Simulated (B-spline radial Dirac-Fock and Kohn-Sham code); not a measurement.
**Internal conversion coefficients of Rb at 834 keV**

Z = 37 (rubidium), transition energy 834 keV. These are calculated numbers from a radial atomic solver; the model is a Dirac-Hartree-Slater potential of the neutral atom with a Latter tail (no hole, which puts coefficients of high multipoles low close above an edge), finite nucleus with surface currents. Subshells that would emit electrons below 1 keV are left out.

Input of the calculation (task.json; shells as n, l, electrons):

```json
{"items": [{
  "Z": 37,
  "q": 0,
  "cfg": [[1, 0, 2], [2, 0, 2], [2, 1, 6], [3, 0, 2], [3, 1, 6], [3, 2, 10], [4, 0, 2], [4, 1, 6], [5, 0, 1]],
  "A": 85,
  "rrms": 4.2036,
  "do": "conversion",
  "gamma": [834.0],
  "edges": {"K": 15200.0, "L1": 2065.0, "L2": 1864.0, "L3": 1804.0, "M1": 326.7, "M2": 248.7, "M3": 239.1, "M4": 113.0, "M5": 112.0}
}]}
```

Launch: `python xray2_run.py task.json out`

| subshell | electron energy (keV) | E1 | M1 | M2 | M3 | M4 |
| --- | --- | --- | --- | --- | --- | --- |
| K | 818.80 | 0.000296 | 0.000670 | 0.00169 | 0.00382 | 0.00835 |
| L1 | 831.93 | 3.04e-05 | 7.01e-05 | 0.000180 | 0.000414 | 0.000922 |
| L2 | 832.14 | 3.56e-07 | 1.13e-06 | 4.85e-06 | 1.69e-05 | 5.28e-05 |
| L3 | 832.20 | 6.74e-07 | 5.99e-07 | 1.62e-06 | 7.27e-06 | 3.24e-05 |
| M1 | 833.67 | 5.09e-06 | 1.18e-05 | 3.02e-05 | 6.98e-05 | 0.000156 |
| M2 | 833.75 | 6.17e-08 | 1.96e-07 | 8.43e-07 | 2.94e-06 | 9.20e-06 |
| M3 | 833.76 | 1.17e-07 | 1.04e-07 | 2.81e-07 | 1.27e-06 | 5.67e-06 |
| M4 | 833.89 | 8.87e-11 | 8.88e-11 | 3.93e-10 | 2.64e-09 | 1.58e-08 |
| M5 | 833.89 | 1.97e-10 | 1.69e-10 | 3.15e-10 | 7.94e-10 | 3.70e-09 |
| total |  | 0.000333 | 0.000756 | 0.00191 | 0.00434 | 0.00955 |

Question: For a pure M1 transition, what fraction of decays emits a photon?

Answer: 1/(1 + α) = 0.999 with the total α = 0.000756; the total includes the outer subshells that are not listed.
